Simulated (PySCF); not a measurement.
CH₅BrSi. Atoms are numbered in the order given.

```xyz
8

Si     0.6551     1.0262     0.0000
C     -0.7796     2.2208     0.0000
Br    -0.1222    -1.0705     0.0000
H      1.5017     1.1850    -1.2169
H      1.5017     1.1850     1.2169
H     -1.4060     2.0746     0.8925
H     -0.4076     3.2580     0.0000
H     -1.4060     2.0746    -0.8925
```
Charge 0, spin multiplicity 1.

Coordinates come from a PBE0-D3(BJ)/def2-SVP optimisation.

Level of theory: HF/def2-TZVPD (PySCF).

Gas-phase values at a fixed geometry.

Estimate the frontier levels, gap, dipole moment and polarisability. (The exact figures need the calculation; the answer reports its results.)


| Property | Result |
|---|---|
| highest occupied level | -11.21 eV |
| lowest empty level | 1.58 eV |
| orbital gap | 12.79 eV |
| dipole moment | 2.11 D |
| quadrupole, principal values (traceless, Buckingham form, about the centre of nuclear charge) | -1.29, -1.01, 2.31 D·Å |
| mean static polarisability | 58.8 bohr³ (8.72 Å³) |
| polarisability, principal values | 51.8, 56.1, 68.7 bohr³ |
